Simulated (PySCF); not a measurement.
## Hg⁺: excitation energy

Hg⁺ [Xe] 4f14 5d10 6s1 (2S) → Hg⁺ [Xe] 4f14 5d9 6s1 6p1 (high-spin determinant), as a difference of total energies. Computed with PySCF 2.14 in aug-cc-pVDZ-PP with ECP60MDF (5s5p4d2f, 54 functions), with scalar relativity through the core potential. Correlated levels: valence: 5s2 5p6 frozen. The calculations carry no spin-orbit coupling.

```json
{"method": "UHF", "excitation energy (eV)": "10.212"}
{"method": "MP2 (valence)", "excitation energy (eV)": "11.741"}
{"method": "SCS-MP2 (valence)", "excitation energy (eV)": "11.731"}
{"method": "CCSD (valence)", "excitation energy (eV)": "11.406"}
{"method": "CCSD(T) (valence)", "excitation energy (eV)": "11.432"}
```

Problem. How much does correlation contribute at CCSD(T) (valence)?

Solution. 11.432 − (10.212) = 1.220 eV, measured against UHF.

The determinant of the upper state mixes LS terms, which raises its energy above the lowest term, most at the Hartree-Fock and MP2 levels.
